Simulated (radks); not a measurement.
The numbers below are computed, except where a source is named.
All-electron atom: Os V in [Xe] 4f14 5d4.

Level of theory: Dirac Kohn-Sham, PBEsol, spin-unpolarised, spherical densities, point nucleus; open shells fill j = l - 1/2 first (a radial shooting solver on a logarithmic mesh with Libxc functionals).

Energy parts (eV):
total: -470032.31
kinetic: 533697.00
electron-nucleus: -1174823.40
Hartree: 180195.52
exchange-correlation: -9101.43

Orbitals (lengths in bohr, moments of r in powers of bohr; r(90%) holds 90 % of the orbital's charge):
| orbital | occ. | eigenvalue (eV) | <1/r> | r(90%) | small-component weight |
|---|---|---|---|---|---|
| 1s1/2 | 2 | -73789.03 | 90.49 | 0.0323 | 8.26e-02 |
| 2s1/2 | 2 | -12879.56 | 22.10 | 0.116 | 1.88e-02 |
| 2p1/2 | 2 | -12332.49 | 22.06 | 0.102 | 1.89e-02 |
| 2p3/2 | 4 | -10801.92 | 18.31 | 0.113 | 1.69e-02 |
| 3s1/2 | 2 | -3031.685 | 8.112 | 0.285 | 6.22e-03 |
| 3p1/2 | 2 | -2787.227 | 8.025 | 0.276 | 6.17e-03 |
| 3p3/2 | 4 | -2453.477 | 7.053 | 0.297 | 5.61e-03 |
| 3d3/2 | 4 | -2044.332 | 6.950 | 0.270 | 5.50e-03 |
| 3d5/2 | 6 | -1972.025 | 6.724 | 0.276 | 5.34e-03 |
| 4s1/2 | 2 | -675.2714 | 3.419 | 0.620 | 2.08e-03 |
| 4p1/2 | 2 | -572.7714 | 3.309 | 0.634 | 1.98e-03 |
| 4p3/2 | 4 | -494.2792 | 2.970 | 0.682 | 1.77e-03 |
| 4d3/2 | 4 | -326.1985 | 2.760 | 0.723 | 1.57e-03 |
| 4d5/2 | 6 | -311.6601 | 2.680 | 0.739 | 1.51e-03 |
| 5s1/2 | 2 | -136.3156 | 1.357 | 1.43 | 4.94e-04 |
| 5p1/2 | 2 | -104.4018 | 1.234 | 1.57 | 4.18e-04 |
| 4f5/2 | 6 | -98.8187 | 2.260 | 0.899 | 1.12e-03 |
| 4f7/2 | 8 | -96.0064 | 2.228 | 0.913 | 1.10e-03 |
| 5p3/2 | 4 | -91.7620 | 1.118 | 1.71 | 3.60e-04 |
| 5d3/2 | 4 | -48.6617 | 0.8499 | 2.27 | 2.15e-04 |
| 5d5/2 | 0 | -47.2577 | 0.8266 | 2.32 | 2.05e-04 |

The highest occupied level is 5d3/2 at -48.662 eV. The density falls to 0.001 e/bohr^3 at r = 3.16 bohr. For comparison, the ionisation energy in NIST's Atomic Spectra Database is 55 eV (theoretical). In exact Kohn-Sham theory the highest level is minus the ionisation energy, but local and semilocal functionals leave it too shallow, through self-interaction and a potential that decays too fast; potentials with the right tail come closer.

Beside tabulated values, note that spin-unpolarised runs miss the spin-polarisation part of the exchange energy of open shells.
